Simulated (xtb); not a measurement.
xtb input:

```bash
xtb mol.xyz --gfnff --opt tight --chrg 0 --uhf 0
```
mol.xyz:
```
2

Ca    -0.00000000    -0.00000000    -0.52111138
O      0.00000000     0.00000000     1.30277845
```

**Question.** What final total energy does it print?

**Answer.** -0.23537 Eh (GFN-FF).
